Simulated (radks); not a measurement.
The numbers below are computed, except where a source is named.
Spherical jellium clusters: N electrons in a uniform positive sphere of charge N and radius rs N^(1/3), rs = 5.34 bohr. Level of theory: non-relativistic Kohn-Sham, PBEsol, spin-polarised, spherical densities (a radial shooting solver with Libxc functionals). Levels are named by radial order and angular momentum (1s, 1p, 1d, 2s, ...), and open shells are averaged over m.

N = 5, configuration 1s2 1p(up 3, down 0). This is the lowest configuration that the search found. Occupied levels:

level,occupation,eigenvalue (eV),<r> (bohr)
1s up,1,-3.3215,6.394
1s down,1,-2.8184,5.850
1p up,3,-2.4596,7.545

Energy (eV): total -8.30109, kinetic 5.7044, external -88.228, Hartree 43.758, exchange-correlation -14.236, background 44.700.

Electron density:

r (bohr),n(r) (e/bohr^3)
0.295,0.001685
1.41,0.001753
2.52,0.001882
3.63,0.002003
4.74,0.002007
5.86,0.001803
6.97,0.001394
8.08,0.0009015
9.19,0.0004779
10.3,0.0002113
11.4,0.00008390
12.5,0.00003159
13.6,0.00001176
14.8,4.308e-06
